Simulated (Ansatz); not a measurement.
A small benchmark: atomisation enthalpy at 298 K

8 molecules; the atomisation enthalpy at 298 K in kJ/mol, computed less measured. Shapes, held fixed at every level: PBE0-D4/def2-TZVP. Flexible molecules stand in one conformer, not always the lowest. Thermal terms are harmonic and unscaled (PBE0-D4/def2-TZVP); the spin-orbit lowering of the free atoms is taken from their spectra. Programs: Ansatz 0.2.0. Measured values: CRC Handbook of Chemistry and Physics, NIST-JANAF tables.

Levels: A = r2SCAN0-D4/def2-TZVPP; B = B2PLYP/def2-TZVPP; C = CCSD(T)/def2-TZVPP.

```json
{"molecule": "H2S (SMILES S)", "from tabulated heats": "733", "A": "-13", "B": "-13", "C": "-19"}
{"molecule": "BI3 (boron triiodide)", "from tabulated heats": "819", "A": "+36", "B": "+17", "C": "+9"}
{"molecule": "NF3 (nitrogen trifluoride)", "from tabulated heats": "843", "A": "-84", "B": "-16", "C": "-62"}
{"molecule": "CH4S (SMILES CS)", "from tabulated heats": "1889", "A": "-19", "B": "-24", "C": "-48"}
{"molecule": "C3H5Cl (2-chloropropene)", "from tabulated heats": "3383", "A": "-37", "B": "-40", "C": "-93"}
{"molecule": "C2H7N (ethanamine)", "from tabulated heats": "3480", "A": "-48", "B": "-29", "C": "-89"}
{"molecule": "C2H8N2 (1,2-dimethylhydrazine)", "from tabulated heats": "4030", "A": "-86", "B": "-45", "C": "-133"}
{"molecule": "C4H10O2 (1,1-dimethoxyethane)", "from tabulated heats": "5936", "A": "-90", "B": "-74", "C": "-155"}
```

Which level does best on this set, which worst, and which err to one side?


```json
{"level": "r2SCAN0-D4/def2-TZVPP", "kind": "global hybrid", "mean error": "-42.6", "mean absolute error": "51.6", "worst case": "C4H10O2"}
{"level": "B2PLYP/def2-TZVPP", "kind": "double hybrid", "mean error": "-28.0", "mean absolute error": "32.2", "worst case": "C4H10O2"}
{"level": "CCSD(T)/def2-TZVPP", "kind": "coupled cluster or CI", "mean error": "-73.8", "mean absolute error": "76.0", "worst case": "C4H10O2"}
```

On this set B2PLYP/def2-TZVPP has the smallest mean absolute error and CCSD(T)/def2-TZVPP the largest. r2SCAN0-D4/def2-TZVPP is too low in 7 of 8; B2PLYP/def2-TZVPP is too low in 7 of 8; CCSD(T)/def2-TZVPP is too low in 7 of 8. The heats of C3H5Cl (2-chloropropene) come from older tables and can be uncertain by 10 kJ/mol or more. The molecules' own spin-orbit lowering is left out, so errors for iodides read a little too negative. Heats of the atoms come from ATcT where it has them, that of boron, 570 kJ/mol, from recent work. The tabulated value of BI3 is in doubt (older tables, estimates, or at odds with other calculations) and kept here. Over the 7 molecules whose values aren't doubted the mean absolute errors are A 53.9; B 34.4; C 85.6. For r2SCAN0-D4/def2-TZVPP and B2PLYP/def2-TZVPP and CCSD(T)/def2-TZVPP the error tends to grow with the atomisation enthalpy. Correlated wave functions converge slowly with the basis. For atoms past krypton def2 sets carry core potentials with scalar relativity. Outer-core shells of I are correlated, in sets that cover them unevenly. The set is small.
